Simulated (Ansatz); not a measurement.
Computed with Ansatz on PBE0-D4/def2-TZVP structures; ΔE is electronic, products minus reactants. CCSD(T)/CBS adds triple-zeta CCSD(T) − MP2 to the extrapolated MP2 energy (def2 sets, frozen cores). DFT in def2-TZVPP. B3LYP here is the variant with VWN-RPA as its local correlation; programs differ in this. Each species was taken in one conformer, which may not be the lowest.

Consider the substitution at a C–O bond: `CCO[Si](C)(C)C` + `OB(O)S` → `CCSB(O)O` + trimethylsilanol.

`CCO[Si](C)(C)C`:

```xyz
21

C     1.478   -0.607    2.686
C     0.577   -0.869    1.504
O     0.587    0.252    0.650
Si   -0.301    0.371   -0.741
C     0.121    2.043   -1.442
C     0.172   -0.995   -1.929
C    -2.128    0.248   -0.353
H     1.486   -1.467    3.360
H     2.501   -0.419    2.351
H     1.134    0.267    3.241
H    -0.445   -1.075    1.852
H     0.920   -1.762    0.963
H    -0.421    2.227   -2.373
H     1.190    2.117   -1.652
H    -0.139    2.836   -0.737
H    -0.372   -0.892   -2.872
H    -0.060   -1.983   -1.524
H     1.242   -0.965   -2.155
H    -2.724    0.378   -1.260
H    -2.430    1.019    0.360
H    -2.388   -0.725    0.072
```

`OB(O)S`:

Z-matrix (Å, degrees):
```
B
O 1 1.357
S 1 1.829 2 115.3
O 1 1.365 2 119.2 3 180.0
H 2 0.961 1 112.0 3 -180.0
H 3 1.342 1 96.9 2 -180.0
H 4 0.957 1 115.3 2 -180.0
```

`CCSB(O)O`:

Z-matrix (Å, degrees):
```
C
C 1 1.514
H 1 1.092 2 111.1
H 1 1.091 2 110.7 3 -120.5
H 1 1.094 2 110.2 3 120.0
S 2 1.819 1 113.4 3 57.2
H 2 1.090 1 111.4 3 179.1
H 2 1.092 1 111.2 3 -60.5
B 6 1.815 2 102.3 1 79.6
O 9 1.367 6 120.7 2 -178.2
O 9 1.361 6 120.5 2 2.3
H 10 0.959 9 114.3 6 0.8
H 11 0.962 9 111.5 6 179.0
```

`C[Si](C)(C)O`:

Cartesian coordinates in Å:
```
C 1.720 0.389 -0.175
Si -0.006 -0.229 0.194
C -1.084 1.212 0.703
C -0.727 -1.113 -1.277
O 0.035 -1.372 1.397
H 2.162 0.885 0.694
H 1.709 1.113 -0.995
H 2.378 -0.435 -0.462
H -0.683 1.720 1.586
H -2.098 0.879 0.940
H -1.152 1.953 -0.098
H -0.801 -0.444 -2.140
H -1.728 -1.488 -1.053
H -0.104 -1.964 -1.562
H 0.381 -1.105 2.249
```

CCSD(T)/CBS gives -43.3 kJ/mol.

(1) Another level gave -42.1 kJ/mol. Which?
A. B3LYP/def2-TZVPP
B. MP2/def2-TZVPP
C. PBE/def2-TZVPP
D. HF/def2-TZVPP

Largest T1 diagnostic among the species: 0.012.

Answers

(1) C. PBE -42.1, MP2/def2-TZVPP -47.0, B3LYP -35.2, HF/def2-TZVPP -27.3 kJ/mol.

In def2-TZVPP, CCSD(T) changes the Hartree–Fock value by −11.6 kJ/mol (the triples alone add −2.2 kJ/mol) and MP2 by −19.8 kJ/mol.

CCSD(T)/CBS has its own doubt, a few kJ/mol and more with outer-core shells, so smaller differences from it don't rank the levels.
